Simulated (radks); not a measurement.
Q: Ionisation ladder of nitrogen, from N to N6+. Each ion is in the ground configuration listed by NIST, and IE = E(next ion) - E(this ion), with E = 0 for the bare nucleus. Calculated with a radial shooting solver on a logarithmic mesh with Libxc functionals: non-relativistic Kohn-Sham, PBE, spin-polarised, spherical densities, point nucleus; open shells are filled with parallel spins first.

species  configuration  IE, Delta-SCF (eV)  -e(HOMO) (eV)   HOMO  <r> HOMO (bohr)
N         [He] 2s2 2p3                   ?          8.304  2p up             1.43
N+        [He] 2s2 2p2              30.083         22.037  2p up             1.25
N2+       [He] 2s2 2p1              47.669         38.533  2p up             1.13
N3+           [He] 2s2              76.444         68.081     2s             1.11
N4+           [He] 2s1                   ?         89.542  2s up             1.05
N5+               [He]                   ?         511.05     1s            0.227
N6+                1s1              665.62         622.32  1s up            0.215

Estimate the withheld Delta-SCF values.

A: N: 14.910 eV (NIST 14.534); N4+: 98.367 eV (NIST 97.890); N5+: 550.90 eV (NIST 552.07).
